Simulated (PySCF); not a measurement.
**Static response to an electric field**

Species: Ta(NMe)(OMe)3, C4H12NO3Ta (singlet state).
Structure used (PBE0-D3(BJ)/def2-SVP), in Å, numbered top down from 1:
```xyz
21
C4H12NO3Ta angstrom
Ta    -0.0114    0.0127   -0.5601
N      0.0071    0.0154    1.2165
C      0.0127    0.0014    2.6336
H      0.1436   -1.0208    3.0328
H      0.8313    0.6188    3.0464
H     -0.9322    0.3946    3.0510
O      1.6267   -0.7611   -1.1614
C      2.8249   -1.3647   -0.8039
H      2.9568   -1.3933    0.2926
H      3.6777   -0.8150   -1.2386
H      2.8630   -2.4014   -1.1816
O     -0.1743    1.8183   -1.1579
C     -0.2661    3.1601   -0.8141
H     -0.2420    3.3040    0.2810
H     -1.2061    3.5929   -1.1976
H      0.5720    3.7287   -1.2534
O     -1.4986   -1.0306   -1.1403
C     -2.6065   -1.7974   -0.8090
H     -2.7082   -1.9170    0.2845
H     -2.5276   -2.8023   -1.2592
H     -3.5296   -1.3276   -1.1911
```

Level: B3LYP/def2-SVPD (PySCF), static field, nuclei fixed, core orbitals frozen in the response. The polarisability tensor in these axes (au):

```
x   119.09  -0.05   0.29
y    -0.05 119.60  -0.06
z     0.29  -0.06 118.64
```

Task: Diagonalise the tensor; give its mean and Δα, where Δα² is half the sum of the squared differences of the eigenvalues.

Result: Principal values 118.50, 119.21 and 119.62 au; mean 119.11 au = 17.65 Å³ = 19.64 × 10⁻⁴⁰ C²·m²/J; Δα = 0.98 au (1 % of the mean).

Task: What is the dipole moment, and where does it point?

Result: (-0.04, -0.04, 0.90) D, 0.90 D in size, pointing from the negative to the positive side. Measured along this direction, the outermost atoms are H16 and H10 at the negative end and H4, H6 and H5 at the positive end.

Task: Find the Langevin capture rate constant for H3+ (3.023 u) meeting this molecule (303.030 u), k = 2.342 × 10⁻⁹ cm³/s × √(α in Å³ / reduced mass in u).

Result: The reduced mass is 2.99 u, so k = 5.69 × 10⁻⁹ cm³/s. The formula leaves out the permanent dipole, which adds to the capture rate.

Task: What would n − 1 = 2πNα be for an ideal gas of these molecules at 273.15 K and 1 atm, electronic part alone?

Result: N = p/kT = 2.6868 × 10¹⁹ cm⁻³, so n − 1 = 2π × N × 17.65 × 10⁻²⁴ cm³ = 2980 × 10⁻⁶ at long wavelengths, for an ideal gas.

Task: In TDDFT the mean static polarisability is Σ f/ω² over all singlet excitations (ω in hartree). How much of it do the 10 lowest give? Their energies (eV) and oscillator strengths: 5.50, 0.0117; 5.50, 0.0114; 5.53, 0.0004; 5.72, 0.0104; 5.72, 0.0114; 5.86, 0.0105; 6.05, 0.0000; 6.17, 0.0009; 6.17, 0.0009; 6.24, 0.0000.

Result: They add up to 1.33 au, 1.1 % of the 119.11 au; the largest single term is 0.29 au, from the state at 5.50 eV. Terms in order: 0.29, 0.28, 0.01, 0.24, 0.26, 0.23, 0.00, 0.02, 0.02, 0.00 au. Higher excitations give the rest. The strengths listed sum to 0.058.

Task: How large is μ²/3kT at 298 K beside α?

Result: In Gaussian units μ²/3kT = 6.61 Å³ against 17.65 Å³, a ratio of 0.37; the Debye molar polarisation (4π/3)N_A(α + μ²/3kT) is 61.2 cm³/mol, leaving out the vibrational part.

Task: What molar refraction does this α imply?

Result: Lorentz–Lorenz: R = (4π/3)N_A α = 2.5225 cm³/(mol·Å³) × 17.65 Å³ = 44.5 cm³/mol, in the limit of long wavelengths.

Geometry: PBE0-D3(BJ)/def2-SVP; no solvent, vibrations or thermal averaging. Atoms past krypton carry effective core potentials; spin–orbit coupling is left out.

The run behind these numbers computed excited states as well. Hardware: one thread of an Arm Neoverse V1, no GPU, on a shared host. Cost: 2.1 min wall (with the writing of density and orbital grids), 1.5 GiB resident at most.
